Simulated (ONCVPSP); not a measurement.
## N, ONCV: configuration errors across variants

ONCVPSP 4.0.1 input, shortened (lines: element, Z, core and valence counts, functional; n l f; lmax; l rc ep ncon nbas qcut; lloc lpopt rc5 dvloc0; l nproj debl; icmod fcfact rcfact), PBE, scalar-relativistic:

```
  N 7.00    1    2        4      upf
    1    0    2.00
    2    0    2.00
    2    1    3.00
    2
    0    0.75    0.00    5    9    7.30
    1    1.80    0.00    3    6    7.10
    2    1.40    0.29    5    9    7.90
    4    3    0.60    4.00
    0    2    3.30
    1    2    4.00
    2    1    0.40
    3    4.00    1.65
```

All-electron excitation energies from the reference (eV): (1) 2s2 2p2 13.591; (2) 2s2 2p1 42.445; (3) 2s2 2p0 89.527.

A true bound ghost makes a file unfit for plane-wave use even where its test errors are small: the radial tests pick states by their node count and pass the ghost by.

Errors AE − PS in meV (a dash: test not solved or not reliable):

```csv
change,(1),(2),(3),bound ghosts,GHOST(+) flags above zero
base,+43,+356,+1385,s,s
"core correction Teter function, fcfact 4, rcfact 0.94",+42,+359,+1434,s,s
"core correction Teter function, fcfact 4, rcfact 1.06",+43,+362,+1442,s,s
"core correction Teter function, fcfact 4, rcfact 1.2",+43,+362,+1437,s,s
"core correction Teter function, fcfact 4, rcfact 1.34",+43,+359,+1423,s,s
"core correction Teter function, fcfact 4, rcfact 1.52",+43,+356,+1404,s,s
"core correction Teter function, fcfact 4, rcfact 1.6",+43,+356,+1393,s,s
"core correction Teter function, fcfact 4, rcfact 1.78",+43,+351,+1355,s,s
"core correction Teter function, fcfact 4, rcfact 2.04",+42,+332,+1254,s,s
```

(1) Give the same row for: core correction Teter function, fcfact 4, rcfact 1.9.

## Answers

(1) +43, +346, +1317; bound ghosts: s; GHOST(+) flags above zero: s.
